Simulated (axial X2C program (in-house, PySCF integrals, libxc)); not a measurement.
# Worked dissociation energy of SnBr⁺: CCSD(T), two-component

All values were computed with an in-house all-electron X2C program for linear molecules (integrals from PySCF). Two-component (2c) means X2C with spin–orbit coupling and atomic mean-field two-electron Coulomb and Gaunt terms. Basis: Sn dyall-cv3z [11s12p9d4f1g], Br dyall-cv3z [8s9p6d4f1g] (cores contracted in-house); Gaussian nuclei, density fitting, unrestricted open shells. Masses: Sn 119.902 u, Br 78.918 u.

Molecular state: Ω = 0 (closed shell).

Correlated methods: 10 electrons correlated (number of frozen shells: Sn 4 s, 3 p, 2 d; Br 3 s, 2 p, 1 d), 274 virtual spin orbitals or spinors in MP2, 90 natural virtuals in coupled cluster.

| Property | Result |
| --- | --- |
| E(Sn+) (2M_J = 1) | -6171.036720 hartree |
| E(Br) (2M_J = 3) | -2603.767042 hartree |
| E(SnBr⁺) at Re | -8774.922988 hartree |
| ωe | 297.9 cm⁻¹ |
| ωexe | 0.551 cm⁻¹ |

(1) Work out De and D0.

The state is one determinant whose occupation by symmetry is held fixed; it was picked as the lowest of a PBE0 search that is not exhaustive. Closed shells are restricted here (equal orbitals for both partners); the stretched side of such a curve lies too high. De is counted from the lowest determinant-based energies of the atoms at the same level, without counterpoise correction. Coupled cluster ran in a truncated set of natural virtual spinors; the MP2 energy of the rest was added. (T) has no such correction and the atoms are truncated less, which lowers De at CCSD(T) by a hundredth of an eV or more. With the outer-core shells frozen, correlated bond lengths of heavy atoms tend to come out a few hundredths of an ångström too long.

Each atomic determinant is the lowest at this level and need not be a pure J level. Totals compare only within one Hamiltonian and basis.

Results:

(1) De = -6171.036720 + (-2603.767042) − (-8774.922988) = 0.11923 hartree = 3.244 eV. The zero-point energy is ωe/2 − ωexe/4 = 149 cm⁻¹ = 0.018 eV, so D0 = 3.226 eV.
